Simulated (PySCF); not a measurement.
Diatomic anions of W with the halogens

PBE with triple-zeta basis sets in PySCF, for the lowest determinant that a PBE0 search found; no spin–orbit coupling. De refers to high-spin ground-configuration atoms (the charge goes to the atom of lower measured ionisation energy or higher electron affinity, which is not always the lowest computed limit). A positive dipole points towards W; it is taken about the centre of mass and depends on that origin.

| M | basis | charged atom | state (unpaired electrons) | Re (Å) | ωe (cm⁻¹) | De (eV) | μ (D) |
| --- | --- | --- | --- | --- | --- | --- | --- |
| F | def2-TZVPPD | F− | quintet (π ↑↑, δ ↑↑) | 1.939 | 534 | n/a | 0.00 |
| Cl | def2-TZVPPD | Cl− | quintet (π ↑↑, δ ↑↑) | 2.349 | 296 | n/a | 0.64 |
| Br | def2-TZVPPD | Br− | septet (σ ↑↑, π ↑↑, δ ↑↑) | 2.638 | 154 | n/a | 0.10 |

The shortest bond is that of WF⁻ (1.939 Å), the longest that of WBr⁻ (2.638 Å).

The state changes along the series, so neighbouring rows are not always alike in their bonding.

De is left out where the level can put another filling of the metal’s s and d shells below the measured ground configuration, by anything from nothing to about 1 eV. Spin–orbit coupling is left out, which matters for elements this heavy, above all for dissociation energies. The highest Kohn–Sham level is positive in some of these anions. Much of that is self-interaction error, but it also means that the finite basis helps to hold the extra electron. The state is the lowest single determinant that the PBE0 search found; with open d or f shells the true ground state can be another one.
